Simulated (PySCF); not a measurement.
Compound: BCl2(CN), CBCl2N.
InChI=1S/CBCl2N/c3-2(4)1-5

The closed-shell ground state was solved at several levels (PySCF, density fitting, gas phase, non-relativistic). Geometry: PBE0-D3(BJ)/def2-SVP; no solvent, vibrations or thermal averaging.

| level | basis functions | HOMO (eV) | LUMO (eV) | gap (eV) | dipole (D) |
| --- | --- | --- | --- | --- | --- |
| B3LYP/pcSseg-1 | 99 | -9.57 | -3.32 | 6.25 | 2.31 |
| PBE0/pcSseg-1 | 99 | -9.89 | -3.18 | 6.71 | 2.28 |

(1) Estimate the row for wB97X-D/def2-SVPD, a basis of 114 functions; the other rows only guide the guess.

(2) Over all these levels, which gives the widest orbital gap and which the narrowest?

(3) How far do the dipole and the HOMO energy spread over the levels?

Answers

(1) HOMO -11.76 eV, LUMO -1.42 eV, gap 10.34 eV, dipole 2.42 D.

(2) wB97X-D/def2-SVPD (range-separated hybrid) has the widest, 10.34 eV, and B3LYP/pcSseg-1 (global hybrid, 20 % exact exchange) the narrowest, 6.25 eV. Functional and basis both differ between the two, so the spread mixes both effects.

(3) The dipole runs from 2.28 to 2.42 D (mean 2.34 D) and the HOMO from -11.76 to -9.57 eV.
